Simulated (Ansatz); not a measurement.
Geometry optimisation, RKS PBE/def2-SVP in Ansatz.

The input (input.yaml):

```yaml
crystal:
  periodic: [false, false, false]
  atoms:
    - { symbol: B, position_ang: [0.081978, -0.270518, -0.115844] }
    - { symbol: H, position_ang: [0.080511, -0.628011, 1.036861] }
    - { symbol: "N", position_ang: [1.324396, -0.162084, -0.770576] }
    - { symbol: H, position_ang: [2.2126, -0.360944, -0.31728] }
    - { symbol: H, position_ang: [1.40301, 0.115976, -1.749775] }
    - { symbol: O, position_ang: [-1.074945, -0.052864, -0.82574] }
    - { symbol: H, position_ang: [-1.866238, -0.082618, -0.264103] }
    - { symbol: Br, position_ang: [-0.360293, 2.505202, 1.522261] }
    - { symbol: H, position_ang: [0.33788, 1.17386, 1.406898] }
basis:
  gaussian: { orbitals: def2-SVP }
hamiltonian:
  xc: pbe
relax:
  f_tol: 0.03
  max_steps: 50
```

Launched with:

```bash
$ ansatz run input.yaml --threads 2 --pin off --max-ram 3072MiB --backend cpu --events-out ev --progress --plain --runs-dir out
```

Question: Where does it end, and by what steps?

Answer: The forces met the threshold. After 29 steps the energy has fallen by 0.155 eV; Br8 moved furthest, 1.66 Å.

```json
{"step": "0", "energy less start (eV)": "0.0000", "largest force component (eV/Å)": "1.011", "accepted": "yes"}
{"step": "2", "energy less start (eV)": "-0.1055", "largest force component (eV/Å)": "0.149", "accepted": "yes"}
{"step": "4", "energy less start (eV)": "-0.1183", "largest force component (eV/Å)": "0.182", "accepted": "yes"}
{"step": "6", "energy less start (eV)": "-0.1281", "largest force component (eV/Å)": "0.187", "accepted": "yes"}
{"step": "8", "energy less start (eV)": "-0.1320", "largest force component (eV/Å)": "0.071", "accepted": "yes"}
{"step": "10", "energy less start (eV)": "-0.1341", "largest force component (eV/Å)": "0.066", "accepted": "yes"}
{"step": "12", "energy less start (eV)": "-0.1360", "largest force component (eV/Å)": "0.123", "accepted": "yes"}
{"step": "14", "energy less start (eV)": "-0.1394", "largest force component (eV/Å)": "0.189", "accepted": "yes"}
{"step": "16", "energy less start (eV)": "-0.1427", "largest force component (eV/Å)": "0.068", "accepted": "yes"}
{"step": "18", "energy less start (eV)": "-0.1446", "largest force component (eV/Å)": "0.252", "accepted": "no"}
{"step": "20", "energy less start (eV)": "-0.1479", "largest force component (eV/Å)": "0.132", "accepted": "yes"}
{"step": "22", "energy less start (eV)": "-0.1508", "largest force component (eV/Å)": "0.113", "accepted": "yes"}
{"step": "24", "energy less start (eV)": "-0.1534", "largest force component (eV/Å)": "0.100", "accepted": "yes"}
{"step": "26", "energy less start (eV)": "-0.1547", "largest force component (eV/Å)": "0.038", "accepted": "yes"}
{"step": "28", "energy less start (eV)": "-0.1551", "largest force component (eV/Å)": "0.032", "accepted": "yes"}
{"step": "29", "energy less start (eV)": "-0.1551", "largest force component (eV/Å)": "0.021", "accepted": "yes"}
```

```xyz
9
Properties=species:S:1:pos:R:3
B -0.179 -0.228 -0.322
H -0.584 0.145 0.781
N 1.154 0.033 -0.679
H 1.799 0.538 -0.072
H 1.546 -0.243 -1.580
O -1.014 -0.887 -1.195
H -1.907 -0.999 -0.830
Br 1.124 2.384 2.249
H 0.201 1.495 1.570
```

The run took 43 s on 2 threads of Arm Neoverse V2, with other jobs on the host, peak memory 0.15 GiB.
